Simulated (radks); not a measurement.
The fluorine anion F- inside a hard spherical wall (all orbitals vanish at R), configuration held at [Ne] and not refilled when levels cross. All-electron calculation, non-relativistic Kohn-Sham, PBE, spin-polarised, spherical densities, point nucleus. Program: a radial shooting solver on a logarithmic mesh with Libxc functionals. Eigenvalues in eV for spin up, with the zero of energy where the potential of the charges vanishes at infinity; a dash marks a level that is unbound or too diffuse for the functional's potential to be trusted. A positive occupied level is held by the wall or, in an anion where self-interaction has pushed it up, behind a barrier. The pressure on the wall is -dE/dV.

R (bohr),E (hartree),kinetic (hartree),e(1s),e(2s),e(2p),"e(3s, empty)","e(3p, empty)",pressure (GPa)
12,-99.81100,99.534,-648.51,-16.830,1.382,4.064,4.789,0.00164
10,-99.81060,99.536,-648.43,-16.755,1.454,4.964,6.078,0.00842
7,-99.80632,99.555,-647.93,-16.333,1.860,7.875,10.266,0.191
6,-99.79955,99.583,-647.42,-15.913,2.272,10.039,13.248,0.701
5,-99.77974,99.664,-646.30,-15.059,3.137,13.961,18.349,3.15
4,-99.71019,99.938,-643.57,-13.119,5.197,22.322,28.318,18.9
3.5,-99.61283,100.309,-640.67,-11.183,7.335,30.508,37.365,54.1
3,-99.38814,101.130,-635.40,-7.769,11.191,44.782,52.214,177
2.5,-98.81174,103.085,-625.12,-1.127,18.734,72.023,78.834,687
1.5,-91.44944,122.149,-557.44,52.974,75.168,278.26,258.75,21500
